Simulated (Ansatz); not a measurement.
**A substitution series on Sn: H to F**

On one Sn centre, n of the H ligands are replaced by F. The mean Sn–H bond length y in Å at PBE0-D4/def2-TZVP. The shapes are optimised at that level. Programs: Ansatz 0.2.0.

| molecule | n | y (Å) |
| --- | --- | --- |
| SnH4 | 0 | 1.704 |
| SnH3F | 1 | ? |
| SnH2F2 | 2 | 1.692 |
| SnHF3 | 3 | 1.682 |

Problem. Fit y = c + s·n to the known rows and predict SnH3F.

Solution. 
1. Means of the 3 rows: n = 1.66667, y = 1.6927.
2. Σ(Δn)² = 4.6667, Σ(Δn·Δy) = -0.033333, so the slope is -0.033333/4.6667 = -0.0071427.
3. Intercept: 1.6927 − (-0.0071427) × 1.66667 = 1.7046. The largest residual of the fit is 0.0017.
4. SnH3F: 1.7046 + (-0.0071427) × 1 = 1.697 Å.

The run gave 1.701 Å, so the prediction is off by -0.004 Å, more than the largest residual. The step per swap changes from -0.003 to -0.010 Å along the series, so a line misses the bend. Electronegative ligands draw the centre's p character, so the other bonds gain s character and shorten. For atoms past krypton def2 sets carry core potentials with scalar relativity.
